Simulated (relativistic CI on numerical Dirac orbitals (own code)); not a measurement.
Ni3+: resonant inelastic scattering at the M2,3 edge

Computed with this model: Dirac-Coulomb-Breit CI, orbitals from a KLI potential per configuration, model QED (radiative potential, 1s self-energy scaled to tabulated hydrogen-like ionisation energies), valence Slater integrals scaled by 0.8, Kramers-Heisenberg scattering through one core-hole configuration in a parametric crystal field; configurations [Ar] 3d7 → [Ne] 3s2 3p5 3d8; 300 K; core-hole width 1.2 eV; summed over polarisations. Incident energies are the highest absorption maxima for each field (at most a few, so the weaker spin-orbit partner edge can be absent), on the computed scale of the free ion. Intensities are in per cent of the strongest line above 0.02 eV; levels within 1 cm⁻¹ are merged; final levels count from the ground level, the first row holds all elastic scattering, lines under 0.4 are left out and each table stops after 24 rows. The scale of the Slater integrals is a model choice and moves the terms in proportion.

Field parameters in Wybourne normalisation: Oh B⁴₀ = 21Dq, B⁴₄ = √(5/14) B⁴₀. The field is a parameter set, without covalency.

S is read from ⟨S²⟩ = S(S + 1).

Oh, 10Dq = 4100 cm⁻¹:

```tsv
Final level (eV)	Degeneracy	Irrep	S	70.6 eV	74.4 eV
0.000	2	Γ6	1.50	217.9	101.7
0.055	4	Γ8	1.50	51.9	51.3
0.147	4	Γ8	1.50	61.5	30.7
0.183	2	Γ7	1.50	8.2	3.5
0.528	2	Γ6	1.50	13.6	48.9
0.539	4	Γ8	1.50	35.7	46.7
0.562	4	Γ8	1.50	24.8	33.4
0.589	2	Γ7	1.50	2.5	3.4
1.076	4	Γ8	1.50	59.0	54.3
2.090	4	Γ8	0.51	14.6	0.4
2.344	4	Γ8	0.51	13.9	0.9
2.448	4	Γ8	0.51	7.6	0.4
2.466	2	Γ6	0.50	7.1	0.5
2.467	2	Γ7	0.58	0.3	1.8
2.538	4	Γ8	1.49	8.6	100.0
2.539	2	Γ7	1.45	2.6	30.2
2.562	4	Γ8	1.43	1.1	8.9
2.634	2	Γ6	1.47	0.8	1.5
2.671	2	Γ6	0.51	9.4	0.7
3.045	4	Γ8	0.61	0.5	0.9
3.194	2	Γ7	0.51	0.4	0.1
3.222	2	Γ6	0.50	0.6	0.1
3.242	4	Γ8	0.50	2.6	0.6
3.456	4	Γ8	0.50	0.9	0.2
```

Oh, 10Dq = 9300 cm⁻¹:

```
Final level (eV)  Degeneracy  Irrep     S  66.1 eV  71 eV  75 eV
           0.000           2     Γ6  1.50     26.2  351.3   88.5
           0.060           4     Γ8  1.50      2.4   82.0   36.7
           0.157           4     Γ8  1.50      1.2   86.7   18.1
           0.179           2     Γ7  1.50      0.1   16.4    2.5
           1.090           2     Γ6  1.50      3.0   28.6   49.8
           1.099           4     Γ8  1.50      4.4   42.2   76.6
           1.112           4     Γ8  1.49      1.6   37.2   29.7
           1.149           2     Γ7  1.50      0.1    4.3    5.1
           1.521           4     Γ8  0.51      0.1   15.9    0.4
           2.265           4     Γ8  1.47      1.2   88.7   84.9
           2.382           4     Γ8  0.54      0.1   10.3    2.2
           2.476           2     Γ6  0.50      0.0    4.1    0.2
           2.485           4     Γ8  0.53      0.0   11.3    1.2
           2.514           2     Γ7  0.51      0.0    0.5    0.2
           2.969           4     Γ8  1.11      0.2    3.2    7.9
           3.032           2     Γ7  1.49      0.1    4.5   39.6
           3.034           4     Γ8  1.50      0.5    9.1  100.0
           3.074           2     Γ6  1.17      0.1    8.0    2.3
           3.187           2     Γ6  0.83      0.0    5.8    3.2
           3.242           4     Γ8  1.04      0.1    1.9    8.1
           3.325           2     Γ6  0.70      0.1    9.4    1.2
           3.607           2     Γ7  0.51      0.0    1.3    0.3
           3.661           4     Γ8  0.51      0.0    1.1    0.6
           3.783           4     Γ8  0.51      0.0    3.3    1.2
```

Oh, 10Dq = 14500 cm⁻¹:

```
Final level (eV)  Degeneracy  Irrep     S  71.4 eV  75.7 eV
           0.000           2     Γ6  1.50    383.5     54.8
           0.059           4     Γ8  1.50    100.0     18.7
           0.149           4     Γ8  1.48     82.4      7.2
           0.173           2     Γ7  1.50     19.2      1.4
           0.903           4     Γ8  0.53     13.8      0.3
           1.678           2     Γ6  1.50     38.2     29.3
           1.684           4     Γ8  1.50     48.2     58.4
           1.694           4     Γ8  1.48     29.0     25.0
           1.736           2     Γ7  1.49      6.3      5.4
           2.371           4     Γ8  0.52      8.9      0.3
           2.450           2     Γ6  0.51      2.6      0.2
           2.489           4     Γ8  0.53     14.7      0.6
           2.516           2     Γ7  0.52      1.2      0.1
           3.141           4     Γ8  0.60      2.9      1.1
           3.231           2     Γ6  0.55      5.8      0.4
           3.496           4     Γ8  1.48     68.1     75.5
           3.575           2     Γ7  1.49      4.5     29.2
           3.579           4     Γ8  1.50      6.6     65.2
           3.676           4     Γ8  1.44      2.7     13.4
           3.688           2     Γ6  1.44      2.7      7.4
           3.851           2     Γ6  0.57     13.4      0.8
           4.062           2     Γ7  0.52      2.2      0.5
           4.102           4     Γ8  0.53      1.0      0.7
           4.365           4     Γ8  0.51      2.7      1.0
```

For the first field the strongest loss at the lowest incident energy is the level at 0.15 eV (S = 1.50, against 1.50 in the thermal ground state). Levels of other spin, the first over 8 % at 2.09 eV, appear because spin-orbit coupling of the core hole, and in heavier ions of the valence shell too, mixes spins.
